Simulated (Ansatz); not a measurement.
Cost and result for the atomization energy of CH₄AlFO (8 atoms, 8 bonds).

```xyz
8

O    -0.221   -0.814   -0.680
C    -0.032   -0.548    0.813
Al   -0.177    1.072   -0.228
F     1.272    1.690   -0.755
H     0.539   -1.270   -1.054
H     0.946   -0.917    1.120
H    -0.828   -1.074    1.332
H    -1.497    1.862   -0.549
```

The species carries charge 0 and has multiplicity 1. The bonds changed during the relaxation, so this is another structure than the one it started from. All single points use the PBE0-D4/def2-TZVP geometry. It is one conformer, not always the lowest. Program: Ansatz. All runs use 2 threads of an AMD EPYC 9B45 on a shared host. Times are those of one run each, without the atoms' runs, and a repeat can differ threefold. Electronic energies, without spin–orbit coupling; frozen cores. CCSD(T)/CBS adds CCSD(T) − MP2 in def2-TZVPP to the MP2 limit, and its time is that of the two runs behind it. T1 = 0.012. HSE06 is the plane-wave form, built on full-range PBE exchange.

CCSD(T)/CBS is a level of theory with its own doubt, some kJ/mol a heavy atom from the limit and from the frozen cores, so smaller differences don't rank the functionals.

| level | functions | wall time | atomization (kcal/mol) | difference from CCSD(T)/CBS | per bond |
| --- | --- | --- | --- | --- | --- |
| LDA (SPW92)/def2-TZVPP | 191 | 0.5 s | 784.0 | 94.6 | 11.8 |
| PBE-D4/def2-TZVPP (with forces) | 191 | 0.95 s | 693.8 | 4.4 | 0.5 |
| CCSD(T)/def2-SVP | 80 | 1.1 s | 647.2 | -42.2 | -5.3 |
| PBE0-D4/def2-TZVPP | 191 | 1.1 s | 678.5 | -10.9 | -1.4 |
| BHLYP-D4/def2-TZVPP | 191 | 1.1 s | 658.9 | -30.5 | -3.8 |
| HSE06-D4/def2-TZVPP | 191 | 1.1 s | 678.9 | -10.5 | -1.3 |
| CAM-B3LYP-D4/def2-TZVPP | 191 | 1.2 s | 688.4 | -1.0 | -0.1 |
| r2SCANh-D4/def2-TZVPP | 191 | 1.6 s | 681.7 | -7.7 | -1.0 |
| PBE-QIDH/def2-TZVPP | 191 | 1.9 s | 677.0 | -12.4 | -1.6 |
| B97M-V/def2-TZVPP | 191 | 3 s | 688.1 | -1.3 | -0.2 |
| MP2/def2-QZVPP | 361 | 7 s | 697.9 | 8.5 | 1.1 |
| CCSD(T)/def2-TZVPP | 191 | 19 s | 669.8 | -19.6 | -2.5 |
| CCSD(T)/CBS(def2) | – | 26 s | 689.4 | 0.0 | 0.0 |

In def2-TZVPP, CCSD(T) changes the Hartree–Fock value by +175.2 kcal/mol (the triples alone add +10.0 kcal/mol) and MP2 by +191.5 kcal/mol; breaking electron pairs costs correlation energy, which Hartree–Fock lacks. At CCSD(T), def2-SVP lies −42.3 kcal/mol from the extrapolated value and def2-TZVPP −19.6 kcal/mol: correlation converges slowly with the basis, and small sets miss more of it in the bonded molecule than in its fragments. From PBE to PBE0 (25 % exact exchange), in def2-TZVPP and without D4, the atomization energy moves by −14.9 kcal/mol: exact exchange takes away binding that semilocal exchange gives to molecules.
